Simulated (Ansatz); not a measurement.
Reaction (ligand exchange at the Al–O bond): `O[SiH](Br)[O][AlH2]` + `BS` → `B[S][AlH2]` + `O[SiH](O)Br`

Program: Ansatz. Geometries: PBE0-D4/def2-TZVP. ΔE: electronic, gas phase. CCSD(T)/CBS adds triple-zeta CCSD(T) − MP2 to the extrapolated MP2 energy (def2 sets, frozen cores). This one scheme is used for every species. For Br outer-core shells are correlated without core-valence functions, which leaves a few kJ/mol of doubt a bond. Scalar relativity is left out up to krypton. Each species was taken in one conformer, which may not be the lowest.

`O[SiH](Br)[O][AlH2]`:

Cartesian coordinates in Å:
```
O 1.420 0.859 -1.462
Si 0.294 1.130 -0.318
Br 1.310 1.749 1.571
O -0.601 -0.159 0.018
Al -1.194 -1.640 0.583
H 2.215 0.380 -1.220
H -0.537 2.242 -0.800
H -2.742 -1.737 0.862
H -0.166 -2.822 0.765
```

`BS`:

```xyz
5

B    -0.095   -0.558   -0.124
S     0.601    1.036   -0.419
H     0.167   -1.396   -0.931
H    -0.782   -0.770    0.824
H     0.109    1.688    0.649
```

`B[S][AlH2]`:

```xyz
7

B    -1.157    0.877   -0.527
S     0.479    1.261    0.080
Al    1.187   -0.778    0.530
H    -1.552   -0.248   -0.586
H    -1.839    1.793   -0.872
H     0.231   -2.004    0.261
H     2.651   -0.900    1.113
```

`O[SiH](O)Br`:

Cartesian coordinates in Å:
```
O 0.261 -1.237 -0.965
Si -0.336 -0.163 0.092
O -0.060 1.353 -0.443
Br 0.622 -0.349 2.097
H 1.179 -1.157 -1.232
H -1.762 -0.484 0.242
H 0.096 2.037 0.210
```

```
              species  CCSD/CBS(def2) energy (Eh)
`O[SiH](Br)[O][AlH2]`                 -3257.33760
                 `BS`                  -424.36877
         `B[S][AlH2]`                  -667.00455
        `O[SiH](O)Br`                 -3014.67702
```

**Question.** Work out ΔE.

**Answer.** ΔE = (-667.00455) + (-3014.67702) − (-3257.33760) − (-424.36877) = 0.02480 Eh = +0.67 eV. CCSD(T)/CBS gives +0.65 eV.

Largest T1 diagnostic among the species: 0.015.

In def2-TZVPP, CCSD(T) changes the Hartree–Fock value by −0.10 eV (the triples alone add −0.03 eV) and MP2 by −0.12 eV.
